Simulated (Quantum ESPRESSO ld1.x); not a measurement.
Species: Sb2+. Configuration: [Kr] 4d10 5s2 5p(up 0.875, down 0.125) (fractional occupations, a model configuration). Calculated with ld1.x of Quantum ESPRESSO 7.5: scalar-relativistic Kohn-Sham, LDA (Slater exchange, Perdew-Zunger correlation), spin-polarised, spherical densities, point nucleus.

Unscreened Slater integrals over Kohn-Sham orbitals (cm^-1). They are taken over the spin-up orbitals.

| integral | value |
|---|---|
| F0(5p,5p) | 79806 |
| F2(5p,5p) | 43258 |
| F0(5p,5s) | 86132 |
| G1(5p,5s) | 56946 |
| F0(5p,4d) | 99593 |
| F2(5p,4d) | 27695 |
| G1(5p,4d) | 9475.5 |
| G3(5p,4d) | 8495.7 |
| F0(5p,4p) | 101480 |
| F2(5p,4p) | 22811 |
| G0(5p,4p) | 4456.0 |
| G2(5p,4p) | 5672.2 |
| F0(5s,5s) | 94854 |
| F0(5s,4d) | 115640 |
| G2(5s,4d) | 15712 |
| F0(5s,4p) | 118480 |
| G1(5s,4p) | 8126.2 |
| F0(4d,4d) | 193290 |
| F2(4d,4d) | 97028 |
| F4(4d,4d) | 63969 |
| F0(4d,4p) | 209960 |
| F2(4d,4p) | 105520 |
| G1(4d,4p) | 134080 |
| G3(4d,4p) | 82576 |
| F0(4p,4p) | 231620 |
| F2(4p,4p) | 121270 |

Derived for the open shells (J is the average intra-shell exchange parameter used in DFT+U). 5p: J = F2/5 = 8652 cm^-1.
